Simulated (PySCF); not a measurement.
Planning a spin–spin coupling job on `[H]/N=C\C1=CC[Se]C1`.

Method: B3LYP/pcJ-1 Se:pcSseg-1 indirect spin-spin coupling, non-relativistic, gas phase (PySCF 2.14.0, density-fitted response routines). Geometry: GFN2-xTB. Work: spin–spin couplings from 13 perturbed nuclei, spin–dipole term for 1 of them, density fitting. The input is one job of a driver script: a line of settings, then coordinates in Å.

Command:
```bash
OMP_NUM_THREADS=1 python probes_run.py task.json out
```

Input:
```
{"job": {"kind": "j", "xc": "B3LYP", "basis": "pcJ-1"}, "charge": 0, "multiplicity": 1}
N      2.745844    -0.002434     0.546499
C      1.625219    -0.561795     0.677047
C      0.326519    -0.142082     0.153267
C     -0.792821    -0.832781     0.369015
C     -2.080278    -0.351046    -0.192567
Se    -1.662978     1.318436    -1.168981
C      0.235169     1.113234    -0.660807
H      2.741081     0.859105     0.001388
H      1.612371    -1.482206     1.255754
H     -0.807819    -1.746254     0.945577
H     -2.810887    -0.139235     0.592114
H     -2.517301    -1.075838    -0.883984
H      0.840208     1.051683    -1.569104
H      0.544996     1.990740    -0.087385
```

Hardware: one thread of an Arm Neoverse N1 (shared host).

Q: How large is the basis?

A: 273 functions for 78 electrons, with 1102 fitting functions; the fitted three-index integrals, 1102 × 273 × 274/2 numbers of 8 bytes, come to 310 MiB.

Q: Estimate the wall time.

A: About 2.2 min. The SCF took 13 cycles.

Q: At this speed, how long would 100 such jobs take on 16 cores, one job a core?

A: 100/16 gives 7 rounds of 2.2 min, about 15 min of wall time and 3.7 core-hours, if the jobs don't slow each other.

The SCF part of the output:
```
coarse grid: 55656 points
cycle   1  E = -2650.7541512573  dE = -9.449e-02  |g| = 8.119e-01  |ddm| = 3.528e+00
cycle   2  E = -2650.7006538889  dE =  5.350e-02  |g| = 7.900e-01  |ddm| = 1.280e+00
cycle   3  E = -2650.7832784299  dE = -8.262e-02  |g| = 3.597e-01  |ddm| = 1.032e+00
cycle   4  E = -2650.8099852947  dE = -2.671e-02  |g| = 8.216e-02  |ddm| = 3.329e-01
cycle   5  E = -2650.8111921099  dE = -1.207e-03  |g| = 2.774e-02  |ddm| = 1.037e-01
cycle   6  E = -2650.8114054820  dE = -2.134e-04  |g| = 7.284e-03  |ddm| = 3.349e-02
cycle   7  E = -2650.8114168806  dE = -1.140e-05  |g| = 2.760e-03  |ddm| = 8.380e-03
cycle   8  E = -2650.8114187400  dE = -1.859e-06  |g| = 1.019e-03  |ddm| = 3.342e-03
final grid: 117712 points
cycle   9  E = -2650.8113512910  dE =  5.405e-07  |g| = 1.801e-03  |ddm| = 3.211e-03
cycle  10  E = -2650.8113487786  dE =  2.512e-06  |g| = 3.561e-03  |ddm| = 4.568e-03
cycle  11  E = -2650.8113521016  dE = -3.323e-06  |g| = 3.231e-04  |ddm| = 3.201e-03
cycle  12  E = -2650.8113521273  dE = -2.569e-08  |g| = 4.225e-05  |ddm| = 3.092e-04
cycle  13  E = -2650.8113521277  dE = -4.643e-10  |g| = 8.354e-06  |ddm| = 5.101e-05
converged SCF energy = -2650.8113521277
```

On the final grid dE counts from the start density on that grid.

Other jobs ran on the host; a repeat could differ by tens of per cent or more.
